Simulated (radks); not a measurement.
Effect of the nuclear size on the silver ion Ag2+, [Kr] 4d9. Method: Dirac Kohn-Sham, PBE, spin-unpolarised, spherical densities, finite nucleus; open shells fill j = l - 1/2 first; Fermi nuclear charge, rms radius 4.5454 fm; computed with a radial shooting solver on a logarithmic mesh with Libxc functionals. The rms radius is varied about that value; shifts are against it.

[
 {"rms radius (fm)": "3.7636", "total energy shift (eV)": "-0.892", "density at nucleus (e/bohr^3)": "1.495e+05", "1s1/2 shift (meV)": "-375", "2s1/2 shift (meV)": "-42.0", "4s1/2 shift (meV)": "-1.50", "4p1/2 shift (meV)": "0.051", "5s1/2 (empty) shift (meV)": "-0.179"},
 {"rms radius (fm)": "4.2772", "total energy shift (eV)": "-0.322", "density at nucleus (e/bohr^3)": "1.469e+05", "1s1/2 shift (meV)": "-136", "2s1/2 shift (meV)": "-15.2", "4s1/2 shift (meV)": "-0.542", "4p1/2 shift (meV)": "0.019", "5s1/2 (empty) shift (meV)": "-0.065"},
 {"rms radius (fm)": "4.5454", "total energy shift (eV)": "0", "density at nucleus (e/bohr^3)": "1.457e+05", "1s1/2 shift (meV)": "0.000", "2s1/2 shift (meV)": "0.000", "4s1/2 shift (meV)": "0.000", "4p1/2 shift (meV)": "0.000", "5s1/2 (empty) shift (meV)": "0.000"},
 {"rms radius (fm)": "4.8045", "total energy shift (eV)": "0.327", "density at nucleus (e/bohr^3)": "1.446e+05", "1s1/2 shift (meV)": "138", "2s1/2 shift (meV)": "15.4", "4s1/2 shift (meV)": "0.551", "4p1/2 shift (meV)": "-0.019", "5s1/2 (empty) shift (meV)": "0.066"},
 {"rms radius (fm)": "5.2681", "total energy shift (eV)": "0.952", "density at nucleus (e/bohr^3)": "1.428e+05", "1s1/2 shift (meV)": "401", "2s1/2 shift (meV)": "44.8", "4s1/2 shift (meV)": "1.60", "4p1/2 shift (meV)": "-0.055", "5s1/2 (empty) shift (meV)": "0.191"}
]

Slopes of the eigenvalues against <r^2> in GHz/fm^2, as finite differences over the two radii next to the reference (eigenvalue slopes, not the field-shift constants of lines): 1s1/2 13800, 2s1/2 1540, 4s1/2 55.2, 4p1/2 -1.89, 5s1/2 (empty) 6.60.
